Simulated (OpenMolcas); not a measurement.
## Ir VIII: effect of the active space

```yaml
Program: OpenMolcas 26.06
Method: SS-CASPT2 or its RAS form, IPEA 0.25 Eh, imaginary shift 0.1 Eh
Basis: ANO-RCC-VTZP
Scalar_Hamiltonian: DKH2, point nucleus
Spin-orbit_coupling: RASSI with atomic mean-field integrals over the reference wave functions, term energies averaged over their components
```

A. 2 electrons in 5 orbitals (5d); 2S+1 = 3 even, 10 roots; 2S+1 = 1 even, 15 roots; closed shells correlated: 5s 5p; CASPT2 step of the order of 4 core-seconds
B. 8 electrons in 8 orbitals (RAS1 5p, at most 2 holes; RAS2 5d); 2S+1 = 3 even, 10 roots; 2S+1 = 1 even, 15 roots; closed shells correlated: 5s; CASPT2 step about 12 core-seconds
C. 2 electrons in 10 orbitals (5d 6d); 2S+1 = 3 even, 10 roots; 2S+1 = 1 even, 15 roots; closed shells correlated: 5s 5p; CASPT2 step roughly 60 core-seconds

Energies in cm-1 above 5d2 3F2, the measured ground level; measured values from van het Hof, Joshi, Wyart and Sugar, J. Res. Natl. Inst. Stand. Technol. 100, 687 (1995).

| Level | A | B | C | Measured |
| --- | --- | --- | --- | --- |
| 5d2 3F2 | 0.0 | 0.0 | 0.0 | 0.0 |
| 5d2 3F3 | 13090 | 13590 | 13130 | 12672 |
| 5d2 3P0 | 17850 | 17910 | 18050 | 17254 |
| 5d2 3F4 | 22300 | 22950 | 22390 | 21615 |
| 5d2 3P1 | 26250 | 26650 | 26270 | 25221 |
| 5d2 1G4 | 37400 | 38190 | 37560 | 36253 |
| 5d2 3P2 [56 %] | 39980 | 40950 | 39990 | 38878 |
| 5d2 1S0 | 66490 | 66980 | 66450 | 65022 |

Deviations, from unrounded energies. A percentage is the sum of absolute deviations over the sum of measured energies, with the sign that they share, or ± where signs differ.

```
                        Against measurement  Levels     A     B     C
             mean absolute deviation (cm-1)       7   920  1500   990
      fine structure of the ground term (%)       2  +3.2  +6.6  +3.6
other terms of the ground configuration (%)       5  +2.9  +4.4  +3.1
```

A lies closest to measurement on these levels and B furthest from it. The largest miss of A in the table is 5d2 1S0, by +1500 cm-1. The ranking rests on the paired levels alone, and a cruder setting can come out closer through cancelling errors.

The two smallest mean deviations differ by little beside CASPT2's spread within terms, so their order carries little weight.

Among A to C the level of the table that moves most is 5d2 3P2 [56 %], by 970 cm-1 (lowest in A, highest in B). Moves below CASPT2's spread within the term are not significant.

CASPT2 breaks the degeneracy within a term, and the mean is taken; among the terms shown or strongly mixed into the levels shown the widest spread is 560 cm-1 (5d2 3F, C). Active for correlation alone: 5p; no level in the range computed is led by a configuration that opens it, so any true level of that kind is missing (holds for B). Active for correlation alone: 6d; no level in the range computed is led by a configuration that fills it, so any true level of that kind is missing (holds for C). Computed and measured levels are paired by configuration, term and J; levels that our copy of the source lacks, or whose pairing is in doubt (as where it misses far off the trend of its configuration), stay unpaired and out of the deviations. Levels of configurations outside the active space are missing. Levels that lie high or do not pair safely by name in every column are left out.

A share in square brackets marks a mixed level and gives the weight of the term that names it, the lowest over the columns.
